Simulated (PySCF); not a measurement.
Vertical excitations of a molecule H10N2Si3 from TDA-M06-2X/def2-SVPD (PySCF), as energy in eV (oscillator strength): 5.99 (0.007), 6.68 (0.022), 6.80 (0.038), 6.86 (0.023), 7.10 (0.111), 7.35 (0.080), 7.40 (0.199), 7.53 (0.075), 7.59 (0.027), 7.86 (0.137). Lowest triplet (TDA): 5.61 eV. Geometry: PBE0-D3(BJ)/def2-SVP. The values are those of a single conformer.

**Question.** Pick the molecule that these values belong to.
A. N[SiH2]N[SiH2][SiH3]
B. N[Si@H]([SiH3])N[SiH3]
C. N[SiH2]N([SiH3])[SiH3]
D. N[SiH2][SiH2]N[SiH3]

**Answer.** A, N[SiH2]N[SiH2][SiH3]
